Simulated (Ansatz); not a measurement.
Gas-phase electronic energies from Ansatz, PBE0-D4/def2-TZVP geometries. CCSD(T)/CBS adds triple-zeta CCSD(T) − MP2 to the extrapolated MP2 energy (def2 sets, frozen cores). DFT in def2-TZVPP. B3LYP here is the variant with VWN-RPA as its local correlation; programs differ in this. Elements past krypton have def2 core potentials. For In outer-core shells are correlated without core-valence functions, which leaves a few kJ/mol of doubt a bond. One conformer a species, not always the lowest.

Consider the redistribution: `[NH2][In]([NH2])[Cl]` + `CO[Si](N)(O)[SiH3]` → `[NH2][In]([NH2])[NH2]` + `CO[Si](O)([SiH3])Cl`.

```
             level  ΔE (kcal/mol)  difference from CCSD(T)/CBS
            PBE-D4           17.1                          0.0
         r2SCAN-D4           18.9                          1.8
           PBE0-D4           18.5                          1.4
          B3LYP-D4           18.5                          1.4
           ωB97X-V           18.3                          1.2
           ωB97M-V           18.3                          1.2
            B2PLYP           18.2                          1.1
               PBE           17.2                          0.1
            r2SCAN           18.9                          1.8
              PBE0           18.6                          1.5
             B3LYP           18.8                          1.7
     HF/def2-TZVPP           22.4                          5.3
    MP2/def2-TZVPP           17.0                         -0.1
SCS-MP2/def2-TZVPP           17.4                          0.3
   CCSD/def2-TZVPP           18.4                          1.3
CCSD(T)/def2-TZVPP           17.8                          0.7
     HF/def2-QZVPP           22.3                          5.2
    MP2/def2-QZVPP           16.5                         -0.6
SCS-MP2/def2-QZVPP           17.1                          0.0
      HF/CBS(def2)           22.3                          5.2
     MP2/CBS(def2)           16.3                         -0.8
    CCSD/CBS(def2)           17.7                          0.6
       CCSD(T)/CBS           17.1                            0
```

Largest T1 diagnostic among the species: 0.014.

From PBE to PBE0 (25 % exact exchange), in def2-TZVPP and without D4, ΔE moves by +1.4 kcal/mol. In def2-TZVPP, CCSD(T) changes the Hartree–Fock value by −4.6 kcal/mol (the triples alone add −0.6 kcal/mol) and MP2 by −5.4 kcal/mol.
